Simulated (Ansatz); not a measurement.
The cluster Ba₂S₂⁺. Total charge 1; doublet. Geometry PBE-D4/def2-SVP, basis def2-TZVP, Ansatz.

Cartesian coordinates in Å:
```
Ba 0.227 0.898 -2.071
Ba 0.823 -1.832 1.055
S 0.324 1.047 0.852
S -1.374 -0.113 0.164
```

| run | HOMO (eV) | LUMO (eV) |
| --- | --- | --- |
| A | -6.45 | -5.05 |
| B | -6.93 | -4.96 |
| C | -7.92 | -3.98 |
| D | -6.59 | -5.30 |
| E | -6.44 | -5.63 |

In the def2 sets Ba takes a core potential; there is no spin–orbit coupling. HSE06 is defined as in plane-wave codes, on full-range PBE exchange. Another isomer (doublet) lies 0.63 eV lower at PBE0-D4/def2-TZVP; other spin states weren't run for this one.

HOMO and LUMO are taken over both spins.

Task: The runs used HSE06, PBE, PBE0, r2SCAN, ωB97M-V. Estimate which is which.

Result: A r2SCAN (0 % exact exchange); B PBE0 (25 % exact exchange); C ωB97M-V (range-separated); D HSE06 (range-separated); E PBE (0 % exact exchange). Exact exchange lowers occupied and raises empty levels; among semilocal functionals meta-GGAs tend to open the gap a little, and such runs are hard to tell apart. The gap grows from 0.81 eV (PBE) to 3.95 eV (ωB97M-V).
